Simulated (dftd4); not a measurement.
FIn, triplet, at a GFN2-xTB geometry (such geometries of metal compounds can be far from the true shape) (the spin is typed, not shown lowest); D4 for pbe in dftd4.

Here is a job for dftd4.
```
$ dftd4 mol.xyz --func pbe --charge 0 --json dftd4.json --noedisp --property

# file mol.xyz
2

In    -0.00000000    -0.00000000    -0.34490450
F      0.00000000     0.00000000     1.87781337
```

What the program printed (banner, timings and long lists left out):

```
                    ____  _____ _____     ____  _  _
      -------------|  _ \|  ___|_   _|---|  _ \| || |------------
     |             | | | | |_    | | ___ | | | | || |_           |
     |             | |_| |  _|   | ||___|| |_| |__   _|          |
     |             |____/|_|     |_|     |____/   |_|            |
     |             ===================================           |
     |            E. Caldeweyher, S. Ehlert & S. Grimme          |
     |          Mulliken Center for Theoretical Chemistry        |
     |                    University of Bonn                     |
      -----------------------------------------------------------

Rational (Becke-Johnson) damping: pbe-D4-ATM
---------------------
  s6         1.0000
  s8         0.9595
  s9         1.0000
  a1         0.3857
  a2         4.8069
 alp        16.0000
--------------------

Atomic data, radii in Ångström:
------------------------------------------------------
   Z          R(cov)      r4/r2   hardness         EN
------------------------------------------------------
  49 In       1.7067     3.7153     0.2878     1.7800
   9 F        0.8533     1.2638     0.6693     3.9800
------------------------------------------------------

Atomic reference systems (in atomic units):
----------------------------------------------------------------------------
   Z        #      CN     q+Z       C6(AA)   #      CN     q+Z       C6(AA)
----------------------------------------------------------------------------
  49 In     1  0.0000 21.0000     775.8850   2  0.8872 21.0639     675.5841
            3  1.7850 21.1081     409.7734   4  2.7042 21.1417     286.6101
   9 F      1  0.0000  9.0000       9.7374   2  0.7408  8.7523      11.7796
----------------------------------------------------------------------------

Atomic properties (in atomic units):
----------------------------------------------------------------------------
     #    Z              CN          q      C6(AA)        C8(AA)   alpha(0)
----------------------------------------------------------------------------
     1   49 In       0.6358     0.3759    652.5967    96503.1972    64.5021
     2    9 F        0.6358    -0.3759     13.2964      227.5188     4.2037
----------------------------------------------------------------------------

Molecular properties (in atomic units):
----------------------------------------
 molecular C6                 818.0564
 molecular C8              104384.9038
----------------------------------------

Dispersion energy:      -7.4842780765476E-04 Eh

[Info] JSON dump of results written to 'dftd4.json'
```
